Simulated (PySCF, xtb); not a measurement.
SnHCl2Br, SMILES [Cl][SnH]([Cl])[Br].

xtb with GFN2-xTB at its own geometry gives an orbital gap of 2.64 eV and a dipole moment of 3.94 D.

Geometry: PBE0-D3(BJ)/def2-SVP. The structure was generated by enumeration; whether it is a known compound was not checked. The def2 effective core potentials stand for the cores of Sn; spin–orbit coupling is left out.

### Question
What does PySCF with r2SCAN/def2-TZVP give? (An estimate is asked for; the answer gives what the named calculation found.)

### Answer
gap 4.70 eV (levels -8.02 and -3.32 eV), dipole 1.98 D.
